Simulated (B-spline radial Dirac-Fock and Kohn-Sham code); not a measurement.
EELS cross sections of the Pm M5 (3d5/2) edge

System: the free promethium atom, [Xe] 4f5 6s2. These are calculated numbers from a radial B-spline solver; the model is the first Born approximation with generalised oscillator strengths from a Dirac-Hartree-Slater potential (longitudinal and transverse terms; continuum final states only, so no white lines or fine structure). The edge is taken at 1027.0 eV (tabulated value).

The run's input, task.json:

```json
{"items": [{
  "Z": 61,
  "q": 0,
  "cfg": [[1, 0, 2], [2, 0, 2], [2, 1, 6], [3, 0, 2], [3, 1, 6], [3, 2, 10], [4, 0, 2], [4, 1, 6], [4, 2, 10], [4, 3, 5], [5, 0, 2], [5, 1, 6], [6, 0, 2]],
  "A": 145,
  "rrms": 4.962,
  "do": "eels",
  "beams": [[60, 5], [60, 10], [60, 20], [80, 20], [80, 50], [100, 5], [100, 20], [100, 50], [120, 10], [120, 20], [200, 100], [300, 5], [300, 20], [300, 100]],
  "edges": {"M5": 1027.0}
}]}
```

Run with: `python xray2_run.py task.json out`

Partial cross sections σ(β, Δ) in barn, integrated over a window Δ above the edge and up to the collection semi-angle β, for parallel illumination:

| E₀ (kV) | β (mrad) | Δ = 25 eV | Δ = 50 eV | Δ = 100 eV | Δ = 200 eV | Δ = 300 eV |
| --- | --- | --- | --- | --- | --- | --- |
| 60 | 5 | 53.8 | 132 | 263 | 449 | 570 |
| 60 | 10 | 162 | 400 | 804 | 1390 | 1780 |
| 60 | 20 | ? | ? | ? | ? | ? |
| 80 | 20 | 360 | 894 | 1820 | 3230 | 4220 |
| 80 | 50 | 589 | 1470 | 3020 | 5450 | 7260 |
| 100 | 5 | 80.9 | 199 | 399 | 686 | 876 |
| 100 | 20 | 355 | 883 | 1800 | 3210 | 4210 |
| 100 | 50 | 541 | 1350 | 2770 | 5020 | 6710 |
| 120 | 10 | 207 | 514 | 1040 | 1830 | 2380 |
| 120 | 20 | 348 | 867 | 1770 | 3160 | 4170 |
| 200 | 100 | 433 | 1070 | 2220 | 4060 | 5490 |
| 300 | 5 | 147 | 366 | 744 | 1310 | 1710 |
| 300 | 20 | 311 | 777 | 1600 | 2890 | 3840 |
| 300 | 100 | 373 | 927 | 1920 | 3510 | 4740 |

**Question.** Give the row for 60 kV and 20 mrad.

**Answer.** 358 b for 25 eV, 888 b for 50 eV, 1800 b for 100 eV, 3170 b for 200 eV, 4130 b for 300 eV.
